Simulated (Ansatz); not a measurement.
Basis-set extrapolation for CH$_{5}$AlBFOS (`OBS[CH](F)[AlH2]`) (PBE0-D4/def2-TZVP geometry, frozen core, the Gaussian-basis code of Ansatz). Multiplicity 1, RHF reference.

|  | def2-TZVPP | def2-QZVPP |
| --- | --- | --- |
| HF | -879.376984 | -879.406239 |
| MP2 correlation | -1.011924 | -1.095262 |
| CCSD(T) correlation | -1.098279 | not run |

Energies in hartree. Use E(X) = E(∞) + A·exp(−7.88·√X) for Hartree–Fock and E(X) = E(∞) + B·X^(−2.97) for correlation, with X = 3 and 4, and add CCSD(T) minus MP2 of the smaller set to the MP2 limit.

Task: What is the CCSD(T) energy at the basis-set limit?

Result: HF limit: -879.406239 + (-0.029255) × 0.13774 = -879.41027. MP2 limit: -1.095262 + (-0.083338) × 0.74074 = -1.15699. Higher-order term: -1.098279 − (-1.011924) = -0.08635. Total: -880.65361 hartree, 468.2 kJ/mol below CCSD(T)/def2-TZVPP.
